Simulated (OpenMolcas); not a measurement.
**Hg I: from CASSCF to CASPT2**

```json
{"Program": "OpenMolcas 26.06", "Basis": "ANO-RCC-VQZP [9s8p6d4f2g1h]", "Scalar Hamiltonian": "DKH2, point nucleus", "Active space": "2 electrons in 8 orbitals (6s 6p 7s 7p)", "State averaging": "2S+1 = 3 even, 3 roots (0 in the spin-orbit step); 2S+1 = 1 even, 1 root; 2S+1 = 3 odd, 3 roots; 2S+1 = 1 odd, 3 roots", "Spin-orbit coupling": "state interaction with AMFI integrals over the reference wave functions, term energies averaged over their components"}
```

Methods on the same reference wave functions:
A. CASSCF
B. SS-CASPT2, IPEA 0.25 Eh, imaginary shift 0.1 Eh (closed shells correlated: 5d)

Energies in cm⁻¹ above 6s² ¹S₀, the measured ground level; measured values from NIST Handbook of Basic Atomic Spectroscopic Data.

```tsv
Level	A	B	Measured
6s² ¹S₀	0.0	0.0	0.0
6s 6p ³P°₀	32466	37870	37645
6s 6p ³P°₁	34132	39517	39412
6s 6p ³P°₂	37712	43116	44043
6s 6p ¹P°₁	51690	53858	54069
```

Deviations, from unrounded energies. A percentage is the sum of absolute deviations over the sum of measured energies, with the sign that they share, or ± where signs differ.

```tsv
Against measurement	Levels	A	B
mean absolute deviation (cm-1)	4	4800	370
other configurations (%)	4	-10.9	±0.8
```

B lies closest to measurement on these levels. The largest miss of B in the table is 6s 6p ³P°₂, by -930 cm-1. The ranking rests on the paired levels alone, and a cruder setting can come out closer through cancelling errors.

The lowest spin-free term lies below A's lowest term by 0.429 hartree in B.

Some high roots are left out of the spin-orbit mixing, which shifts the levels that they would mix with. Active for correlation alone: 7p 7s; no level in the range computed is led by a configuration that fills them, so any true level of that kind is missing. Spin-orbit splittings of 6p shells tend to come out small when the coupling is added on scalar orbitals. Computed and measured levels are paired by configuration, term and J; levels that our copy of the source lacks, or whose pairing is in doubt (as where it misses far off the trend of its configuration), stay unpaired and out of the deviations. Levels of configurations outside the active space are missing.

° marks odd parity.
